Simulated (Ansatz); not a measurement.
NiS2⁺. Charge 1, multiplicity 2. Geometry PBE0-D4/def2-TZVP, that of the neutral singlet; atoms count from 1.

```xyz
3

Ni   -0.549   -0.187    1.096
S    -0.394    0.830   -0.757
S     0.942   -0.643   -0.339
```

The charge 1 doublet is spin-contaminated (final ⟨S²⟩ up to 1.22, 0.75 for a pure state). The structure comes from a short search, and lower isomers may exist.

**Question.** Estimate the Mulliken populations from the PBE0/def2-TZVP orbitals of Ansatz.

**Answer.** 
```
atom  charge (e)  spin (α − β)  d electrons
 Ni1        0.64         -0.34         8.83
  S2        0.18          0.74            –
  S3        0.17          0.60            –
```
Mulliken values and Mayer orders depend strongly on the basis.

**Question.** Where does the spin sit?

**Answer.** Summed by element: Ni -0.34, S 1.34, of 1 unpaired in all. Largest on single atoms: S2 0.74, S3 0.60, Ni1 -0.34.

**Question.** And the Mayer bond orders between bonded heavy atoms (over 0.3)?

**Answer.** Ni1–S2 0.92 (2.12 Å); Ni1–S3 0.95 (2.12 Å); S2–S3 1.58 (2.03 Å).
